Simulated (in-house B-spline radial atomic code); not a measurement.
Two electrons outside the 1s2 core: F VI (F5+)

Computed with a B-spline radial code for spherical atoms: configuration interaction (CI) of the two valence electrons in the field of the frozen Dirac-Fock core, alone and with many-body perturbation theory for the core (screened one- and two-electron correlation potentials), Breit and QED terms; no-pair Dirac Hamiltonian, finite nucleus. Labels give the configuration (outer n counted up each series) and the leading LS term, or the jj pair where no LS term holds 70 %.

Excitation energies (eV):

| level | purity of the LS term | CI alone | CI + MBPT + Breit + QED | Landé g of the LS mixture |
| --- | --- | --- | --- | --- |
| 2s2 1S0 | 1.0 | 0 | 0 | - |
| 2s2p 3P°0 | 1.0 | 12.068 | 11.971 | - |
| 2s2p 3P°1 | 1.0 | 12.107 | 12.003 | 1.50 |
| 2s2p 3P°2 | 1.0 | 12.187 | 12.073 | 1.50 |
| 2s2p 1P°1 | 1.0 | 23.439 | 23.186 | 1.00 |
| 2p2 3P0 | 1.0 | 31.48 | 31.157 | - |
| 2p2 3P1 | 1.0 | ? | ? | ? |
| 2p2 3P2 | 1.0 | 31.596 | 31.254 | 1.50 |
| 2p2 1D2 | 1.0 | 34.342 | 34.051 | 1.00 |
| 2p2 1S0 | 1.0 | 42.526 | 42.25 | - |
| 2s3s 3S1 | 1.0 | ? | ? | ? |
| 2s3s 1S0 | 1.0 | 94.735 | 94.766 | - |

(1) Where does 2s3s 3S1 lie?

(2) Where does 2p2 3P1 lie?

(3) What is the first ionisation energy?

Some electric-dipole lines (reduced elements in atomic units, length form; vacuum wavelengths from the computed energies):

| upper | lower | D bare (size) | D with core polarisation (size) | λ (nm) | A (s⁻¹) |
| --- | --- | --- | --- | --- | --- |
| 2s2p 3P°1 | 2s2 1S0 | 0.00333 | 0.00331 | 103.3 | 6.7e+03 |
| 2s2p 1P°1 | 2s2 1S0 | 0.886 | 0.882 | 53.474 | 3.4e+09 |
| 2p2 3P0 | 2s2p 3P°1 | 0.597 | 0.594 | 64.728 | 2.6e+09 |
| 2p2 3P2 | 2s2p 3P°1 | 0.668 | 0.665 | 64.401 | 6.7e+08 |
| 2p2 1D2 | 2s2p 3P°1 | 0.00585 | 0.00582 | 56.233 | 7.7e+04 |
| 2p2 1S0 | 2s2p 3P°1 | 0.00171 | 0.0017 | 40.99 | 8.5e+04 |
| 2s3s 1S0 | 2s2p 3P°1 | 0.000283 | 0.000288 | 14.981 | 5e+04 |

Weak lines are less accurate than strong ones.

Answers

(1) 92.629 eV in CI alone and 92.643 eV with all corrections; g = 2.00.

(2) 31.519 eV in CI alone and 31.193 eV with all corrections; g = 1.50.

(3) 157.15 eV to the 2s1/2 state of the next ion (157.12 eV from CI alone). NIST lists 157.16311 ± 0.00025 eV (measured).
